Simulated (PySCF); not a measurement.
Structure problem from calculated spectra and properties.

Formula: C2H16OSi6.

* NMR, other nuclei: isotropic shieldings of nuclei other than C and H, by class: 305 (1 O), 357 (1 Si), 466 (1 Si), 467 (2 Si), 470 (2 Si) ppm [GIAO PBE0/pcSseg-1]
* Rotational structure: rotational constants A, B, C: 0.658, 0.531, 0.461 GHz [PBE0-D3(BJ)/def2-SVP]
* 13C NMR: chemical shifts (computed TMS as zero) by class: 66.2 (1 C), 20.0 (1 C) ppm [GIAO PBE0/pcSseg-1]
* Dipole: 1.23 D [PBE0/pcSseg-1]
* 1H NMR: chemical shifts (computed TMS as zero) by class: 5.71 (1 H), 3.75 (1 H), 3.75 (2 H), 3.74 (1 H), 3.65 (2 H), 3.63 (2 H), 3.43 (2 H), 3.38 (2 H), 1.26 (3 H) ppm [GIAO PBE0/pcSseg-1]
* XPS: Si2p3/2 105.9, Si2p3/2 105.9 (×2), Si2p3/2 105.9 (×2), Si2p3/2 106.4, C1s 290.6, C1s 292.1, O1s 537.5, Si1s 1845.6, Si1s 1845.6 (×2), Si1s 1845.6 (×2), Si1s 1846.2 eV [ΔSCF SCAN, pcX-2 on the ionised atom, pcseg-1 elsewhere, spin-free X2C, 2p3/2 from a spin–orbit splitting computed afterwards within the 2p shell]

Gas-phase values; electronic properties from PySCF, density fitting. Levels stand in brackets. Isolated species at its PBE0-D3(BJ)/def2-SVP geometry (one conformer only). Each NMR value is the plain mean over a class of atoms that symmetry, rotation or inversion makes alike.

Question: Propose a structure and show how it fits.

Answer: Numbering: `[CH3:1][CH2:2][O:3][SiH:4]1[SiH2:5][SiH2:6][SiH2:7][SiH2:8][SiH2:9]1`. Its formula, C2H16OSi6, gives 1 degree of unsaturation: 1 ring and 0 π bonds in the structure found. 2 carbons fall into 2 classes; from least to most shielded: chain sp3 carbon bound to oxygen [C2] (66.2 ppm), methyl carbon [C1] (20.0 ppm). Hydrogen classes from least to most shielded: 1 H on an oxygen-bound silicon, Si4 (5.71 ppm), 1 H on an SiH2 silicon, Si7 (3.75 ppm), 2 H on 2 SiH2 silicons, Si5/Si9 (3.75 ppm), 1 H on an SiH2 silicon, Si7 (3.74 ppm), 2 H on 2 SiH2 silicons, Si6/Si8 (3.65 ppm), 2 H on 2 SiH2 silicons, Si6/Si8 (3.63 ppm), 2 H on 2 SiH2 silicons, Si5/Si9 (3.43 ppm), 2 H on an sp3 carbon bound to oxygen, C2 (3.38 ppm), 3 H on a methyl carbon, C1 (1.26 ppm, a mean of values up to 0.6 ppm apart in this geometry). The other shieldings belong to: 305 ppm, silyl ether oxygen [O3]; 357 ppm, oxygen-bound silicon [Si4]; 466 ppm, SiH2 silicon [Si7]; 467 ppm, SiH2 silicon [Si5/Si9]; 470 ppm, SiH2 silicon [Si6/Si8]. The core levels belong to: Si2p3/2 105.9 eV, SiH2 silicon [Si7]; Si2p3/2 105.9 eV, SiH2 silicon [Si6/Si8]; Si2p3/2 105.9 eV, SiH2 silicon [Si5/Si9]; Si2p3/2 106.4 eV, oxygen-bound silicon [Si4]; C1s 290.6 eV, methyl carbon [C1]; C1s 292.1 eV, sp3 carbon bound to oxygen [C2]; O1s 537.5 eV, silyl ether oxygen [O3]; Si1s 1845.6 eV, SiH2 silicon [Si7]; Si1s 1845.6 eV, SiH2 silicon [Si5/Si9]; Si1s 1845.6 eV, SiH2 silicon [Si6/Si8]; Si1s 1846.2 eV, oxygen-bound silicon [Si4]. One atom of each topological class was ionised and stands for its class. The optimised geometry has point group C1 and is an asymmetric top. Structure: `CCO[SiH]1[SiH2][SiH2][SiH2][SiH2][SiH2]1`. The assignments are read from this structure; whether some other isomer fits the data as well wasn't checked.
